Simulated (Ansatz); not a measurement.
The same atomization along the group C, Si, Ge.

Calculated with Ansatz (gas phase, PBE0-D4/def2-TZVP geometries, no zero-point term in ΔE). CCSD(T)/CBS adds triple-zeta CCSD(T) − MP2 to the extrapolated MP2 energy (def2 sets, frozen cores). Small cases extrapolate CCSD(T) itself. No spin–orbit coupling; open shells (•) take unrestricted orbitals. Spin–orbit coupling would lower the free atoms: a little for C, O, Si; clearly for Ge. Bonds to Ge are less sure, by a few kJ/mol each and by 10 to 20 or more in all where they break to atoms, as the def2 sets lack core-valence functions. Scalar relativity is left out up to krypton. Each species was taken in one conformer, which may not be the lowest.

(1) Order these by ΔE at CCSD(T)/CBS, lowest first. (Estimate.)
A. `O[SiH](O)[SiH3]` → 2 Si• + 6 H• + 2 O•
B. `[OH][GeH]([OH])[GeH3]` → 2 Ge• + 6 H• + 2 O•
C. `CC(O)O` → 2 C• + 6 H• + 2 O•

Largest T1 diagnostic: 0.013, for `O[SiH](O)[SiH3]`.

Extrapolated directly: `O[SiH](O)[SiH3]` → 2 Si• + 6 H• + 2 O•.

Answers

(1) B (+32.17 eV), A (+35.51 eV), C (+39.97 eV).

For atomizations the MP2-based limit and the directly extrapolated one differ by several kJ/mol either way, and by 10 to 25 for some Ge, Se and Sn compounds, so smaller differences from it don't rank the levels.
